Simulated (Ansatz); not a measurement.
Species: H6AlISi2, SMILES `[SiH3][Al]([SiH3])[I]` (charge 0, multiplicity 1).

### Question
Give a relaxed geometry from B3LYP-D3(BJ)/def2-TZVP (Ansatz, a first-principles code).

### Answer
the end point of this relaxation (outside a Z-matrix the atoms follow the SMILES, hydrogens last).
Z-matrix (Å, degrees):
```
Al
Si 1 2.4540
H 2 1.4832 1 112.09
H 2 1.4865 3 108.59 1 -123.32
H 2 1.4878 3 108.22 4 -116.26
Si 1 2.4542 2 128.80 3 -160.09
H 6 1.4853 1 110.40 2 126.78
H 6 1.4859 7 108.20 1 123.35
H 6 1.4862 7 107.98 8 116.67
I 1 2.5026 2 116.35 3 21.85
```
